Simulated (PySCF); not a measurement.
PySCF input file for C8H5FOS, SMILES c1ccoc1-c1sccc1F, PBE/pcSseg-1. Geometry: B3LYP-D3(BJ)/def2-SVP. The structure was generated by enumeration, and PubChem lists no compound with its InChIKey, so it may never have been made. One conformer was computed; it need not be the lowest.

```python
import numpy as np
from pyscf import gto, scf, dft
from pyscf.prop.nmr import rks as nmr

mol = gto.M(
    atom='''
    F     0.89640951    1.85404142    1.22547548
    C     1.28000297    0.77288661    0.54774945
    C     2.65377800    0.43844335    0.38893280
    C     2.81324973   -0.70965480   -0.34133366
    S     1.29684662   -1.38436628   -0.83549970
    C     0.39751514   -0.10608338   -0.05213521
    C    -1.04470959   -0.07555408   -0.09168278
    C    -1.98041321   -0.90446356   -0.67061279
    C    -3.26059270   -0.34625223   -0.35931580
    C    -3.01451206    0.77556463    0.38198722
    O    -1.67857620    0.94650055    0.54850538
    H     3.46470513    1.03574852    0.80500366
    H     3.74135727   -1.20426299   -0.62114200
    H    -1.77346084   -1.80256361   -1.24802789
    H    -4.23524027   -0.73105696   -0.65035947
    H    -3.65189313    1.52429900    0.84366279
    ''',
    basis='pcSseg-1',
    charge=0,
    spin=0,
    max_memory=1600,
    verbose=3,
)
mf = dft.RKS(mol, xc='pbe').density_fit(auxbasis='def2-universal-jkfit')
mf.grids.level = 3
mf.conv_tol = 1e-10
mf.max_cycle = 100
mf.kernel()
n = nmr.NMR(mf)
n.verbose = 2
n.max_cycle_cphf = 60
sigma = n.kernel()
print('atom   isotropic/ppm   span/ppm')
for i, s in enumerate(sigma):
    w = np.linalg.eigvalsh((s + s.T) / 2)
    print(f'{mol.atom_symbol(i):2s}{i + 1:3d} {w.mean():14.3f} {w[2] - w[0]:11.3f}')
```

Program output:

```
converged SCF energy = -880.300381509332
atom   isotropic/ppm   span/ppm
F   1        283.846     246.830
C   2         18.960      72.918
C   3         57.880     148.117
C   4         56.070     182.355
S   5        294.058     191.912
C   6         59.937     115.599
C   7         29.606     123.022
C   8         70.847     146.107
C   9         64.404     169.304
C  10         36.355     134.855
O  11         24.757     343.167
H  12         24.528       4.951
H  13         24.577       5.263
H  14         24.671       7.257
H  15         24.718       3.296
H  16         23.884       4.869
```

The calculation finished and met its thresholds.

Cost: roughly 3 core-minutes.
